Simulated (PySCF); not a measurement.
NMR data simulated for an unnamed compound:

¹H NMR (600 MHz, computed): δ 4.83 (m, 2H), 4.81 (s, 6H).

¹³C{¹H} NMR (computed): δ 138.6 (C).

[PySCF 2.14: NMR shieldings at PBE0/pcSseg-1/GIAO; coordinates at the GFN2-xTB level; no relativistic terms; equivalent nuclei averaged; single conformer; no solvent]

δ = σ(ref) − σ, references computed at the same level: TMS for ¹H (σref 31.72) and ¹³C (σref 186.93).

Which of these does the molecule contain: a CF3 group, a ketone, a Si–H bond, a benzene ring, a tert-butyl group?

## Answers


- A CF3 group: yes (δC 138.6).
- A ketone: no.
- A Si–H bond: yes (δH 4.83 (m)).
- A benzene ring: no.
- A tert-butyl group: no.

The data belong to SMILES C(F)(F)(F)[SiH2]N([SiH3])[SiH3], CH$_{8}$F$_{3}$NSi$_{3}$; they needn't prove each group on their own.

Carbon signals by region: 1 in the sp2 and nitrile region (100–160 ppm).

Splittings by ¹⁹F in the carbon and heteronuclear signals aren't shown, as no couplings were computed. Shifts are as computed. Against solution values, carbons near 30 ppm lie about +3 ppm off and those near 130 ppm about +5 ppm. Of 1309 compounds with measured shifts, 239 miss one by over three times the rms of a fit or turn the order of signals round; such compounds aren't used in these exercises. Multiplicities follow the n + 1 count of equivalent neighbours, as no J values were calculated; m marks all less simple cases, F and P coupling included.
